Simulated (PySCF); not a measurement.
Compound: BiMe2(vinyl), C4H9Bi.
Bonds: Bi1–C2, Bi1–C6, Bi1–C10, C10–C11. Hydrogens: H3, H4, H5 on C2; H7, H8, H9 on C6; H12 on C10; H13, H14 on C11.

Computed, not measured: PBE0-D3(BJ)/def2-SVP geometry optimisation, gas phase, def2 core potentials past Kr in PySCF.

(1) Give the optimised bond lengths and angles.

Answers

(1) 
| bond | length (bohr) |
| --- | --- |
| Bi1–C2, Bi1–C6 | 4.298 |
| Bi1–C10 | 4.253 |
| C2–H3 and 5 like bonds | 2.077 |
| C10–C11 | 2.520 |
| C10–H12 | 2.076 |
| C11–H13 | 2.073 |
| C11–H14 | 2.074 |

Bonds in one row agree within 0.02 bohr and their mean is given. A selection of angles:
| angle | degrees |
| --- | --- |
| C2–Bi1–C6 | 92.4 |
| C2–Bi1–C10 | 92.8 |
| Bi1–C2–H3 | 109.1 |
| H3–C2–H4 | 109.7 |
| Bi1–C10–C11 | 123.0 |
| Bi1–C10–H12 | 117.3 |
| C11–C10–H12 | 119.7 |
| C10–C11–H13 | 122.4 |
| C10–C11–H14 | 121.9 |
| H13–C11–H14 | 115.7 |

Torsions: C2–Bi1–C10–C11 137° (anticlinal). The mirror-image conformer, all signs reversed, is as good.

The 3 Bi–C bonds span 2.251 Å (Bi1–C10) to 2.275 Å (Bi1–C6), a spread of 0.024 Å. Bi1 (bismuth bonded to 3 C) is pyramidal (angles 92.8°, 92.8° and 92.4°, sum 278.0°, 1.25 Å off the plane of its three neighbours).

Point group: near Cs, missed by 0.17 Å at most; the miss may be what the optimiser left on a soft mode. No PBE0-D3(BJ)/def2-SVP frequencies stand behind this structure, so it isn't proved a minimum. One conformer, not necessarily the lowest (C2–Bi1–C10–C11 137°, Bi1–C10–C11–H 0° and 180°).

Hardware: one thread of an Arm Neoverse N1, no GPU, shared host with 64 logical CPUs at a one-minute load of 60. Cost: 97 s of wall time, 0.52 GiB resident at most. This is the geometry optimisation.
